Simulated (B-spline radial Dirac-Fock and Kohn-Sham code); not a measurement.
## X-ray form factors of iridium in several charge states

The computed values come from a radial atomic solver: Dirac-Fock densities.

Configurations: Ir [Xe] 4f14 5d7 6s2; Ir⁺ [Xe] 4f14 5d7 6s1; Ir³⁺ [Xe] 4f14 5d6. The first column is f₀ of Ir, the others are differences from it.

```tsv
s (Å⁻¹)	Ir	Δ Ir⁺	Δ Ir³⁺
0	77.000	-1.000	-3.000
0.05	75.831	-0.769	-2.505
0.1	72.867	-0.322	-1.447
0.15	69.095	-0.009	-0.518
0.2	65.171	+0.102	+0.002
0.25	61.362	+0.096	+0.182
0.3	57.759	+0.054	+0.181
0.35	54.392	+0.015	+0.117
0.4	51.270	-0.011	+0.051
0.45	48.387	-0.023	+0.005
0.5	45.729	-0.025	-0.020
0.6	40.999	-0.015	-0.026
0.7	36.904	-0.002	-0.011
0.8	33.307	+0.005	+0.002
0.9	30.124	+0.007	+0.008
1	27.321	+0.006	+0.008
1.1	24.880	+0.003	+0.005
1.2	22.787	+0.001	+0.001
1.4	19.539	-0.002	-0.003
1.6	17.286	-0.002	-0.003
```
